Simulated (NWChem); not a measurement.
Species: BNH3Cl; SMILES NBCl

```xyz
6

B     -0.5800     0.5139     0.0000
H     -1.7612     0.6555     0.0000
Cl     0.0853    -1.1441     0.0000
N      0.2831     1.6023     0.0000
H     -0.0555     2.5545     0.0000
H      1.2912     1.5168     0.0000
```
Atoms are numbered in this order, from 1.

All runs: NWChem. Pople sets run with spherical d functions. Coordinates come from a B3LYP/6-31G* (spherical d) optimisation. Atomic charges in e: unrestrained fits to the electrostatic potential beside Mulliken populations; buried atoms are poorly determined by the fit.

**Question.** Predict the results for Hartree-Fock/6-31G*. Quantities: ESP B1; Mulliken B1; ESP Cl3; Mulliken Cl3; ESP N4; Mulliken N4; relative RMS misfit of the potential (%).

**Answer.** 
```yaml
ESP B1: 0.60
Mulliken B1: 0.42
ESP Cl3: -0.31
Mulliken Cl3: -0.28
ESP N4: -0.90
Mulliken N4: -0.90
relative RMS misfit of the potential (%): 27
```
